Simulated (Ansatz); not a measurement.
```yaml
atoms:
  - { symbol: B, position_ang: [0.0000, 0.0000, 0.0000] }
  - { symbol: Al, position_ang: [0.0000, 0.0000, 2.0400] }
```

Basis set: cc-pVDZ (spherical functions). Correlated methods keep 6 orbitals frozen. Charge 0, multiplicity 1.

Computed with Ansatz (development build ahead of 0.2.0); the reference of a correlated method needn't be the lowest determinant of its kind. Restricted open shells among the atoms or ions are ROHF, correlated in semicanonical orbitals with singles.

Give the atomization energy at this shape (free ground-state atoms in the same class of orbitals less the molecule, no zero-point energy) of singlet AlB by RHF-CCSD(T), RHF-CCSD.

| method | atomization energy |
| --- | --- |
| RHF-CCSD(T) | 21.28 kcal/mol |
| RHF-CCSD | 15.72 kcal/mol |

Caution: large amplitudes, a single reference is doubtful; no unrestricted run beside it, a lower state can exist; the reference determinant was not shown to be the lowest.
